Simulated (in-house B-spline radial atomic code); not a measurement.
Configurations of Pm⁵⁺, with energies counted from [Kr] 4d10 4f3 5s2 5p5. Method: scalar-relativistic (X2C) LDA exchange-only, spin-polarised, spherical fractional occupations, Fermi nucleus of rms radius 4.962 fm. Calculated with a B-spline radial code for spherical atoms. Shells without spins written out take the highest spin.

Occupations are held fixed; configurations that lie above the ionisation limit could autoionise.

```csv
configuration,E - E(ref) (eV),highest orbital,its <r> (bohr)
"[Kr] 4d10 4f(3 up, 0 down) 5s2 5p(2 up, 3 down)",1.2796,4f up,0.8502
"[Kr] 4d10 4f(2 up, 1 down) 5s2 5p(3 up, 2 down)",2.213,4f down,0.8561
[Kr] 4d10 4f2 5s2 5p5 6s1,30.484,6s up,2.703
[Kr] 4d10 4f2 5s2 5p5 6p1,37.632,6p up,3.029
[Kr] 4d10 4f2 5s2 5p5 5f1,45.697,5f up,2.842
[Kr] 4d10 4f2 5s2 5p5 6d1,47.513,6d up,3.731
[Kr] 4d10 4f2 5s2 5p5 6f1,57.112,6f up,5.104
"[Kr] 4d(5 up, 4 down) 4f(2 up, 1 down) 5s2 5p(2 up, 3 down) 6f(1 up, 0 down)",182.48,6f up,5.126
```

Question: Order these further configurations by energy, lowest first.
A. [Kr] 4d9 4f3 5s2 5p5 6d1
B. [Kr] 4d10 4f3 5s2 5p4 5d1
C. [Kr] 4d9 4f3 5s2 5p5 5f1
D. [Kr] 4d10 4f(3 up, 0 down) 5s2 5p(3 up, 1 down) 6s(1 up, 0 down)
E. [Kr] 4d10 4f3 5s2 5p4 6p1

Answer: B (25.737 eV), D (35.261 eV), E (42.364 eV), C (166.76 eV), A (168.6 eV).

Question: How far above the reference does [Kr] 4d10 4f(3 up, 0 down) 5s2 5p(2 up, 2 down) 5f(0 up, 1 down) lie?

Answer: 53.58 eV; its least bound orbital is 5f down with <r> = 2.955 bohr.

Question: How far above the reference does [Kr] 4d(4 up, 5 down) 4f(3 up, 0 down) 5s2 5p(3 up, 2 down) 6s(1 up, 0 down) lie?

Answer: 154.95 eV; its least bound orbital is 6s up with <r> = 2.698 bohr.

Question: How far above the reference does [Xe] 4f2 lie?

Answer: -7.3969 eV; its least bound orbital is 4f up with <r> = 0.8214 bohr.

Question: Is the reference the lowest configuration at this level of theory?

Answer: No: [Xe] 4f2 lies 7.397 eV lower with this functional.
